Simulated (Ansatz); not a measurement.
CH$_{5}$FNOSTa, SMILES `C[O][Ta]([NH2])([F])=[S]`. Total charge 0; spin multiplicity 1. Ta takes the def2 core potential.

Z-matrix (Å, degrees):
```
C
Ta 1 3.145
O 1 1.403 2 18.3
H 1 1.093 2 115.8 3 -73.3
H 1 1.092 2 119.4 3 60.1
H 1 1.093 2 92.3 3 174.0
F 2 1.884 1 115.8 3 -58.0
N 2 1.964 1 114.0 3 72.0
S 2 2.166 1 97.0 3 -176.5
H 8 1.009 2 125.1 1 112.5
H 8 1.011 2 124.1 1 -63.2
```

(1) List the harmonic frequencies (cm⁻¹, unscaled) at PBE0-D4/def2-TZVP in Ansatz. (Estimate.)

(2) Is this a minimum?

(3) Give the ideal-gas thermochemistry at 298.15 K and 1 bar (rigid rotor, harmonic oscillator; point group C1, symmetry number 1).

Answers

(1) Computed: 72, 81, 82, 171, 176, 189, 218, 237, 321, 477, 533, 561, 608, 661, 691, 1172, 1180, 1192, 1474, 1489, 1489, 1540, 3038, 3119, 3123, 3572, 3673.

(2) Yes, all 27 modes are real.

(3) Zero-point energy 186.2 kJ/mol; H(298) − E = 213.6 kJ/mol; entropy 412.9 J/(mol·K), of which translation 179.1, rotation 120.5, vibration 113.3; G(298) − E = 90.5 kJ/mol. Modes under 100 cm⁻¹ are hindered rotations or soft bends, so the harmonic entropy is rough.
